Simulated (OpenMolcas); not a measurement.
## A ladder of methods for C2HClFIn (SMILES C#[C][In]([F])[Cl])

C2HClFIn: 6 atoms, total charge 0, spin state singlet. SMILES: `C#[C][In]([F])[Cl]`. The coordinates come from a PBE0-D4/def2-TZVP relaxation.

| atom | x (Å) | y (Å) | z (Å) |
| --- | --- | --- | --- |
| C | 1.0883 | 0.3403 | 1.7008 |
| C | 0.4389 | 0.1201 | 0.7087 |
| In | -0.6558 | -0.2357 | -0.9847 |
| F | -1.7736 | -1.8066 | -1.1237 |
| Cl | -0.7592 | 1.0495 | -2.8809 |
| H | 1.6615 | 0.5324 | 2.5799 |

Quantity: the energy change with the In3–Cl5 bond stretched from 2.293 to 2.981 Å, in eV. The values are calculated.

```csv
level,kind,program,value (eV),CPU time (all runs)
SVWN5/def2-SVP (core potential) (restricted),LDA,OpenMolcas,1.51,37 s
BLYP/def2-SVP (core potential) (restricted),GGA,OpenMolcas,1.10,52 s
revPBE/def2-SVP (core potential) (restricted),GGA,OpenMolcas,1.15,52 s
M06-L/def2-SVP (core potential) (restricted),meta-GGA,OpenMolcas,1.33,69 s
r2SCAN/def2-SVP (core potential) (restricted),meta-GGA,OpenMolcas,1.40,64 s
PBE0/def2-SVP (core potential) (restricted),global hybrid,OpenMolcas,1.46,43 s
B2PLYP/def2-SVP (core potential) (restricted),double hybrid,OpenMolcas,1.43,36 s
MP2/def2-SVP (core potential) (restricted),perturbation theory,OpenMolcas,1.57,14 s
```

The first shape isn't each level's own minimum. The values span 1.10 to 1.57 eV. In the correlated wave-function rows the outer d shell of In is correlated, in sets not made for it. CPU times are rough (shared hosts, several kinds of processor and program).
